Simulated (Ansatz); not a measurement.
Consider the ligand exchange at the Sb–F bond: `[F][SbH][SiH3]` + HCl → `[SiH3][SbH][Cl]` + H–F.

Gas-phase electronic energies from Ansatz, PBE0-D4/def2-TZVP geometries. CCSD(T)/CBS adds triple-zeta CCSD(T) − MP2 to the extrapolated MP2 energy (def2 sets, frozen cores). This one scheme is used for every species. Functionals use def2-TZVPP. Elements past krypton have def2 core potentials. For Sb outer-core shells are correlated without core-valence functions, which leaves a few kJ/mol of doubt a bond.

```
             level  ΔE (kJ/mol)
RPA@PBE/def2-TZVPP        -34.3
      HF/CBS(def2)        -33.4
```

Q: What does CCSD(T)/CBS give? (Best estimate.)

A: Ansatz gave: -43.8 kJ/mol. The listed levels differ from it by 9.5, 10.4 kJ/mol.

Q: What do rigid-rotor, harmonic-oscillator terms from PBE0-D4/def2-TZVP frequencies (298.15 K, 1 bar) make of the CCSD(T)/CBS value? (Best estimate.)

A: Ansatz gave: ΔZPE = +5.4 kJ/mol, ΔH = -37.8 kJ/mol, ΔS = -2 J/(mol·K), ΔG = -37.1 kJ/mol.

Largest T1 diagnostic among the species: 0.014.

The D4 term adds −6.5 kJ/mol with B3LYP and −3.4 kJ/mol with PBE0; it sums over pairs of atoms, weighted by their polarisabilities, and B3LYP, whose exchange is more repulsive, gets the larger term. In def2-TZVPP, CCSD(T) changes the Hartree–Fock value by −4.0 kJ/mol (the triples alone add −0.8 kJ/mol) and MP2 by −12.7 kJ/mol. Leaving LDA and LC-ωPBE aside and taking each functional with its dispersion term where it has one, the values, not all of them listed here, spread over 20.5 kJ/mol, from PBE-QIDH to B97M-V. LDA lies −5.1 kJ/mol from PBE without D4.

B3LYP here is the variant with VWN-RPA as its local correlation; programs differ in this.
